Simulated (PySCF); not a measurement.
Compound: C8H9 (doublet state).
Atom-mapped SMILES: `[H]/[C:1]=[C:2]1/[CH:3]=[CH:4][CH2:5][C:6](=[CH2:7])[CH2:8]1` (hydrogens: H9 on C1; H10 on C3; H11 on C4; H12, H13 on C5; H14, H15 on C7; H16, H17 on C8)

Method used: PySCF 2.14.0, UKS B3LYP, pcH-1 on C H, non-relativistic, mean-field spin-orbit, GIAO. One conformer (not necessarily the lowest) at the GFN2-xTB geometry, without solvent, vibrations or thermal averaging. The geometry wasn't refined by DFT: couplings that depend on bond lengths, twists or pyramidal angles can differ widely from those at the functional's own minimum. The SCF solution wasn't tested for stability.

Problem. Predict the first-order ENDOR lines of H9, H16/H17, H10, H12/H13, H11, H15 and H14 under fast tumbling at B = 1208.2 mT (Q band).

Solution. ν± = |νn ± a/2|, one line for each electron-spin manifold; νn = |g_N| × 7.62259 MHz/T × B.

| nuclei | isotope | g_N | νn (MHz) | a_iso (MHz) | lower line (MHz) | upper line (MHz) |
| --- | --- | --- | --- | --- | --- | --- |
| H9 | 1H | 5.5857 | 51.44 | 36.92 | 32.98 | 69.90 |
| H16/H17 | 1H | 5.5857 | 51.44 | -7.27 | 47.81 | 55.08 |
| H10 | 1H | 5.5857 | 51.44 | -5.06 | 48.91 | 53.97 |
| H12/H13 | 1H | 5.5857 | 51.44 | -4.95 | 48.97 | 53.92 |
| H11 | 1H | 5.5857 | 51.44 | 4.64 | 49.12 | 53.76 |
| H15 | 1H | 5.5857 | 51.44 | -1.89 | 50.50 | 52.39 |
| H14 | 1H | 5.5857 | 51.44 | -1.44 | 50.72 | 52.16 |

Problem. Which pairs are centred on the nuclear Larmor frequency, and which on half the coupling?

Solution. Centred on νn, since |a| < 2νn: H9, H16/H17, H10, H12/H13, H11, H15 and H14. No pair has |a| > 2νn.

Nuclei that the bonding pattern makes equivalent are averaged, as if the motion that swaps them (rotation, inversion, ring flip) were fast. The 1H value of -7.3 MHz is a mean of couplings from -10.4 to -4.1 MHz in this one geometry, not an average over conformers.
